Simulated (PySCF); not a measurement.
# How methods differ on the ionisation energy of Ce³⁸⁺

Ce³⁸⁺ [Ar] 3d2 (3F) → Ce³⁹⁺ [Ar] 3d1 (2D), as a difference of total energies. Calculation: PySCF 2.14, in an uncontracted even-tempered set (16 s from 6.9 bohr⁻², ratio 2.5; 10 p from 9 bohr⁻², ratio 2.5; 7 d from 9 bohr⁻², ratio 2.5; 4 f from 31 bohr⁻², ratio 2.7; 3 g from 47 bohr⁻², ratio 2.7); the non-relativistic Hamiltonian (point nucleus). Correlated levels: outer shells: [Ne] frozen; virtual orbitals above 40 to 60 times the deepest correlated orbital energy dropped. The calculations carry no spin-orbit coupling.

| method | ionisation energy (eV) |
| --- | --- |
| UHF | 2694.8 |
| LDA | 2693.8 |
| PBE | 2694.5 |
| PBE0 | 2695.0 |
| r2SCAN | 2696.5 |
| BHandHLYP | 2695.6 |
| TPSS | 2694.4 |
| MP2 (outer shells) | 2694.2 |
| SCS-MP2 (outer shells) | 2694.1 |

Spin-orbit coupling is strong in these open shells (close to jj coupling). The scalar numbers leave it out and a first-order estimate fails, so it can dominate the gap to the real levels.

All relativistic terms are absent from these numbers, so their closeness to the reference says little about the methods.

For comparison: 2706 ± 4 eV (theoretical estimate listed by NIST; NIST Atomic Spectra Database, ionization energies).
